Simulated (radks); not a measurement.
The numbers below are computed, except where a source is named.
Species: Pr V. Configuration: [Xe] 4f1. Code: a radial shooting solver on a logarithmic mesh with Libxc functionals. Model: Dirac Kohn-Sham, PBE, spin-unpolarised, spherical densities, finite nucleus; open shells fill j = l - 1/2 first; Fermi nuclear charge, rms radius 4.8919 fm.

Normalised radial functions P(r) = r R(r) (large component), r in bohr:

r           5s1/2    5p1/2
0.001475   0.0520   0.0036
0.00169    0.0579   0.0043
0.001952   0.0649   0.0051
0.002236   0.0720   0.0061
0.002562   0.0796   0.0074
0.002958   0.0883   0.0090
0.003389   0.0970   0.0108
0.003883   0.1060   0.0130
0.004449   0.1153   0.0158
0.005138   0.1251   0.0194
0.005886   0.1341   0.0235
0.006744   0.1424   0.0286
0.007788   0.1501   0.0351
0.008923   0.1555   0.0426
0.01022    0.1585   0.0516
0.01171    0.1582   0.0622
0.01353    0.1533   0.0755
0.0155     0.1433   0.0902
0.01775    0.1271   0.1068
0.0205     0.1022   0.1266
0.02349    0.0708   0.1468
0.02691    0.0317   0.1679
0.03083   -0.0145   0.1887
0.03561   -0.0693   0.2086
0.0408    -0.1235   0.2230
0.04674   -0.1755   0.2304
0.05398   -0.2215   0.2267
0.06185   -0.2491   0.2088
0.07085   -0.2536   0.1738
0.08118   -0.2286   0.1198
0.09375   -0.1657   0.0422
0.1074    -0.0730  -0.0464
0.1231     0.0443  -0.1420
0.1421     0.1779  -0.2375
0.1628     0.2896  -0.3057
0.1865     0.3605  -0.3352
0.2137     0.3663  -0.3115
0.2468     0.2852  -0.2204
0.2828     0.1285  -0.0768
0.324     -0.0818   0.1032
0.3741    -0.3139   0.2969
0.4286    -0.4837   0.4398
0.4911    -0.5514   0.5030
0.5626    -0.4837   0.4589
0.6498    -0.2639   0.2901
0.7444     0.0455   0.0382
0.8529     0.3899  -0.2592
0.985      0.7142  -0.5638
1.128      0.9221  -0.7894
1.293      1.0032  -0.9194
1.481      0.9576  -0.9396
1.711      0.8033  -0.8521
1.96       0.6062  -0.6980
2.245      0.4081  -0.5154
2.593      0.2358  -0.3330
2.971      0.1232  -0.1963
3.404      0.0558  -0.1018
3.9        0.0214  -0.0456
4.504      0.0064  -0.0163
5.16       0.0016  -0.0051

5s1/2: eigenvalue -80.879 eV, 4 radial nodes at r = 0.0296, 0.117, 0.308, 0.731 bohr, <r> = 1.43 bohr, 90 % of the charge inside 2.03 bohr. 5p1/2: eigenvalue -63.732 eV, 3 radial nodes at r = 0.100, 0.300, 0.758 bohr, <r> = 1.56 bohr, 90 % of the charge inside 2.25 bohr.
